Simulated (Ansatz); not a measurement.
A run for Ansatz (a first-principles code): U-r2SCAN/def2-TZVPP on H2OSn (SMILES [OH][SnH]), a point of a bond scan (R = 1.926 Å). Elements past Kr take the def2 small-core potentials; no spin–orbit coupling.

Ansatz 0.2 input:
```yaml
crystal:
  periodic: [false, false, false]
  atoms:
    - {symbol: Sn, position_ang: [-0.18386056, -0.15025870, 0.19526245]}
    - {symbol: H, position_ang: [-1.45520735, 0.01473920, -1.07212820]}
    - {symbol: O, position_ang: [1.21528417, 0.79939053, -0.86933130]}
    - {symbol: H, position_ang: [0.63663987, 1.40675215, -2.60335658]}
basis:
  gaussian:
    orbitals: def2-TZVPP
hamiltonian:
  xc: {name: r2SCAN}
magnetization: {spin_polarized: true, initial_magnetization: 0}
```

Program output:

```
WARN ansatz: RAYON_NUM_THREADS=1 ignored (pool sized by the plan → 1); use --threads N
Functional definition: r2SCAN
integrals: 0.03 GiB planned
657 factors; their error is unknown
mean field: 0.34 GiB planned
mean field evaluation 1: about -7895.9621 eV, gradient 5.3e1 eV
mean field evaluation 2: about -7747.8113 eV, gradient 1.2e2 eV
mean field evaluation 4: about -7902.4436 eV, gradient 2.7e1 eV
mean field evaluation 8: about -7908.5204 eV, gradient 6.4e0 eV
mean field evaluation 16: about -7908.7487 eV, gradient 3.4e-3 eV
mean field evaluation 32: about -7909.1270 eV, gradient 2.2e-5 eV
mean field evaluation 64: about -7909.1270 eV, gradient 3.4e-2 eV
mean field -7909.12704509 eV, -290.6550579081 hartree, gradient 2.2e-5 eV, S^2 0.617818; 4 other end points of the search recorded, 0 dependent functions left out
reference -7909.12706202 eV, -290.6550585304 hartree; 16, 16 occupied and 93, 93 virtual orbitals, 657 factors
Total energy: -7909.12706202 eV, -290.6550585304 hartree
```

The calculation finished and met its thresholds. Its determinant has ⟨S²⟩ = 0.62, a mixture of spin states.

Cost: around 14 core-seconds (rough).
